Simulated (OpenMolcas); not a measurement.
Nb4+ among 2 point charges of -1.5 e arranged as a linear pair (D∞h).

* Program: OpenMolcas
* Method: SS-CASPT2, IPEA 0.25 Eh, imaginary shift 0.1 Eh (closed shells correlated: 4s 4p)
* Basis: ANO-RCC-VDZP [6s5p3d1f]
* Scalar Hamiltonian: DKH2, point nucleus
* Active space: 1 electron in 5 orbitals (4d)
* State averaging: 2S+1 = 2 even, 5 roots
* Spin-orbit coupling: RASSI with atomic mean-field integrals over the reference wave functions

All point charges move together. At R = 1.98 Å the first state of the same spin is 12170 cm-1, and at R = 2.24 Å it is 8890 cm-1.

**Question.** A third run gives 10620 cm-1. What distance was it run at?

**Answer.** With a power law R^-n the two known points give n = -ln(8890 / 12170) / ln(2.24 / 1.98) = 2.55. Then R = 1.98 × (12170 / 10620)^(1/2.55) = 2.089 Å. The run was at 2.09 Å, so the estimate is off by -0.001 Å.

Free-ion shares, where given, are those of the reference states; single-state CASPT2 does not remix them. Point charges carry no covalency, so the field is a model and not that of real ligands. No measured value stands beside these numbers.
